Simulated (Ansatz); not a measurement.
Geometry optimisation, RKS PBE-D4/def2-mTZVP in Ansatz 0.2.0.

input.yaml

```yaml
crystal:
  periodic: [false, false, false]
  atoms:
    - { symbol: Mg, position_ang: [-0.951357, -0.048605, -1.953697] }
    - { symbol: "N", position_ang: [1.098463, 0.171841, -1.843161] }
    - { symbol: Cl, position_ang: [-3.146537, -0.25984, -2.171569] }
    - { symbol: H, position_ang: [0.20636, -0.016644, 0.308831] }
    - { symbol: Si, position_ang: [-0.018694, -0.056573, 1.750791] }
    - { symbol: H, position_ang: [1.63134, -0.610459, -1.454052] }
    - { symbol: H, position_ang: [1.446143, 1.020452, -1.38867] }
    - { symbol: H, position_ang: [0.899332, -1.067502, 2.365059] }
    - { symbol: H, position_ang: [-1.43704, -0.427326, 2.059536] }
    - { symbol: H, position_ang: [0.272091, 1.294555, 2.327032] }
basis:
  gaussian: { orbitals: def2-mTZVP }
hamiltonian:
  xc: pbe
  dispersion: d4
relax:
  f_tol: 0.03
  max_steps: 50
```

Launched with:

```bash
$ ansatz run input.yaml --threads 2 --pin off --max-ram 3072MiB --backend cpu --events-out ev --progress --plain --runs-dir out
```

Where does it end, and by what steps?

The forces met the threshold. The force dipped under the threshold on the way, but the program's further checks kept it going. After 46 steps the energy has fallen by 0.604 eV; H4 moved furthest, 1.46 Å. Joined: Mg1–H4, Mg1–Si5, N2–Si5.

```json
{"step": "0", "energy less start (eV)": "0.0000", "largest force component (eV/Å)": "1.612", "accepted": "yes"}
{"step": "2", "energy less start (eV)": "-0.2739", "largest force component (eV/Å)": "0.263", "accepted": "yes"}
{"step": "4", "energy less start (eV)": "-0.3270", "largest force component (eV/Å)": "1.123", "accepted": "yes"}
{"step": "6", "energy less start (eV)": "-0.3848", "largest force component (eV/Å)": "0.433", "accepted": "yes"}
{"step": "8", "energy less start (eV)": "-0.3987", "largest force component (eV/Å)": "0.153", "accepted": "yes"}
{"step": "10", "energy less start (eV)": "-0.3905", "largest force component (eV/Å)": "0.800", "accepted": "no"}
{"step": "12", "energy less start (eV)": "-0.4033", "largest force component (eV/Å)": "0.123", "accepted": "yes"}
{"step": "14", "energy less start (eV)": "-0.4106", "largest force component (eV/Å)": "0.335", "accepted": "yes"}
{"step": "16", "energy less start (eV)": "-0.4161", "largest force component (eV/Å)": "0.690", "accepted": "yes"}
{"step": "18", "energy less start (eV)": "-0.4551", "largest force component (eV/Å)": "0.202", "accepted": "yes"}
{"step": "20", "energy less start (eV)": "-0.4699", "largest force component (eV/Å)": "0.134", "accepted": "yes"}
{"step": "22", "energy less start (eV)": "-0.4735", "largest force component (eV/Å)": "0.056", "accepted": "yes"}
{"step": "24", "energy less start (eV)": "-0.4798", "largest force component (eV/Å)": "0.187", "accepted": "yes"}
{"step": "26", "energy less start (eV)": "-0.4909", "largest force component (eV/Å)": "0.299", "accepted": "yes"}
{"step": "28", "energy less start (eV)": "-0.5047", "largest force component (eV/Å)": "0.179", "accepted": "yes"}
{"step": "30", "energy less start (eV)": "-0.5173", "largest force component (eV/Å)": "0.181", "accepted": "yes"}
{"step": "32", "energy less start (eV)": "-0.5299", "largest force component (eV/Å)": "0.171", "accepted": "yes"}
{"step": "34", "energy less start (eV)": "-0.5531", "largest force component (eV/Å)": "0.346", "accepted": "yes"}
{"step": "36", "energy less start (eV)": "-0.5878", "largest force component (eV/Å)": "0.315", "accepted": "yes"}
{"step": "38", "energy less start (eV)": "-0.6008", "largest force component (eV/Å)": "0.054", "accepted": "yes"}
{"step": "40", "energy less start (eV)": "-0.6020", "largest force component (eV/Å)": "0.019", "accepted": "yes"}
{"step": "42", "energy less start (eV)": "-0.6032", "largest force component (eV/Å)": "0.036", "accepted": "yes"}
{"step": "44", "energy less start (eV)": "-0.6039", "largest force component (eV/Å)": "0.038", "accepted": "yes"}
{"step": "46", "energy less start (eV)": "-0.6044", "largest force component (eV/Å)": "0.024", "accepted": "yes"}
```

```xyz
10
Properties=species:S:1:pos:R:3
Mg -1.138 -0.042 -1.350
N 0.763 0.276 -0.823
Cl -2.847 -0.190 -2.762
H -1.201 -0.336 0.562
Si 0.247 -0.124 1.223
H 1.497 -0.365 -1.146
H 1.170 1.214 -0.917
H 1.222 -1.267 1.140
H -0.397 -0.453 2.567
H 0.684 1.287 1.504
```

Time of the run: 97 s on 2 threads of Arm Neoverse V1, with other jobs on the host, peak memory 0.15 GiB.
